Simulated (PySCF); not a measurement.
**Telling isomers of C$_{6}$H$_{12}$N$_{2}$ apart by NMR**

PySCF 2.14.0 with density-fitted response routines calculation with geometry from GFN2-xTB and shielding tensors at PBE0/pcSseg-1 (GIAO); equivalent nuclei averaged, relativity neglected, in vacuum, a single conformation.

References, each an isolated molecule treated in the same way: ¹H and ¹³C against TMS. Where no couplings were computed, multiplicities follow the n + 1 count of equivalent neighbours, and m marks all less simple cases (inequivalent or close neighbours, rings, F or P nearby). Shifts are as computed. Against solution values, carbons near 30 ppm lie about +3 ppm off and those near 130 ppm about +5 ppm. Of 1211 compounds with measured shifts, 218 miss one by over three times the rms of a fit or turn the order of signals round; such compounds aren't used in these exercises. OH and NH positions are gas-phase values without hydrogen bonding to other molecules.

(1) Tabulate the signals of `C=C/C(CCC)=N/N`, `CC(C)[C@@H]1C=NNC1`, `C1CN2CCN1CC2` and their relative energies.

(2) What is the quickest way to tell C=C/C(CCC)=N/N from CC(C)[C@@H]1C=NNC1?

(3) What is the quickest way to tell CC(C)[C@@H]1C=NNC1 from C1CN2CCN1CC2?

(4) What is the quickest way to tell C=C/C(CCC)=N/N from C1CN2CCN1CC2?

## Answers

(1) 
```tsv
SMILES	carbon types	δC	δH	E rel. (kcal/mol)
C=C/C(CCC)=N/N	1×C 1×CH 3×CH2 1×CH3	148.6, 146.6, 114.1, 27.4, 23.4, 17.5	6.59 (m, 1H), 5.49 (br s, 2H), 5.31 (m, 1H), 5.26 (m, 1H), 2.14 (t, 2H), 1.36 (m, 2H), 1.09 (t, 3H)	16.7
CC(C)[C@@H]1C=NNC1	3×CH 1×CH2 2×CH3	138.4, 55.4, 54.9, 37.2, 24.1, 17.3	6.30 (d, 1H), 4.84 (br s, 1H), 3.71 (m, 1H), 3.31 (m, 1H), 3.00 (m, 1H), 1.47 (m, 1H), 1.05 (d, 3H), 0.92 (d, 3H)	4.7
C1CN2CCN1CC2	6×CH2	50.9	2.53 (s, 12H)	0.0
```

Energies are electronic energies at PBE0/pcSseg-1 on these geometries, without zero-point or thermal terms, each for the one conformer computed, which needn't be the lowest.

(2) Both give the same number of carbon signals, but DEPT or the intensities differ. The first has a C=N carbon (C) at 146.6 ppm, the second an sp3 CH in a ring at 55.4 ppm. Their most deshielded carbons lie at 148.6 and 138.4 ppm.

(3) Count the carbon signals: 6 against 1. The first has a C=N carbon (CH) at 138.4 ppm, the second an sp3 CH2 bonded to N at 50.9 ppm. In the proton spectra the most deshielded non-exchanging signals are 6.30 (d, 1H) and 2.53 (s, 12H).

(4) Count the carbon signals: 6 against 1. The first has an alkene CH at 148.6 ppm, the second an sp3 CH2 bonded to N at 50.9 ppm. In the proton spectra the most deshielded non-exchanging signals are 6.59 (m, 1H) and 2.53 (s, 12H).
